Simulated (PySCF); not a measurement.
MgCl, SMILES [Mg+][Cl], charge +1.

Geometry optimised at PBE0-D3(BJ)/def2-TZVPD. The multiplicity is an assumed one; other spin states were not compared.

Computed with TDDFT-ωB97X/def2-TZVPD run with PySCF.

Vertical excitations; the highest root listed may be one member of a degenerate set. Gas-phase values at a fixed geometry. State labels are in the subgroup C2v.

```csv
state,symmetry,energy (eV),λ (nm),f,main pairs
S1,B2,4.15,299,0.016,HOMO→LUMO (degenerate set)
S2,B1,4.15,299,0.016,HOMO−1→LUMO (degenerate set)
S3,A1,5.76,215,0.148,HOMO−2→LUMO 93 %
S4,A2,7.23,171,0.000,"HOMO→LUMO+1, HOMO−1→LUMO+2 (degenerate set)"
S5,A1,7.23,171,0.000,"HOMO→LUMO+2, HOMO−1→LUMO+1 (degenerate set)"
S6,A2,7.25,171,0.000,"HOMO−1→LUMO+2 46 %, HOMO→LUMO+1 46 %"
S7,A1,8.00,155,0.276,"HOMO−1→LUMO+1 46 %, HOMO→LUMO+2 46 %"
S8,B1,8.49,146,0.064,HOMO−2→LUMO+1 (degenerate set)
S9,B2,8.49,146,0.064,HOMO−2→LUMO+2 (degenerate set)
S10,B1,9.02,137,0.135,"HOMO−1→LUMO+3 76 %, HOMO−1→LUMO+4 17 %"
T1,B2,4.05,306,0,HOMO→LUMO (degenerate set)
T2,B1,4.05,306,0,HOMO−1→LUMO (degenerate set)
T3,A1,5.23,237,0,HOMO−2→LUMO 96 %
T4,A1,7.09,175,0,"HOMO−1→LUMO+1 46 %, HOMO→LUMO+2 46 %"
```
Triplets are in the Tamm–Dancoff approximation, which puts them higher than full response would, so one can lie above its singlet here.
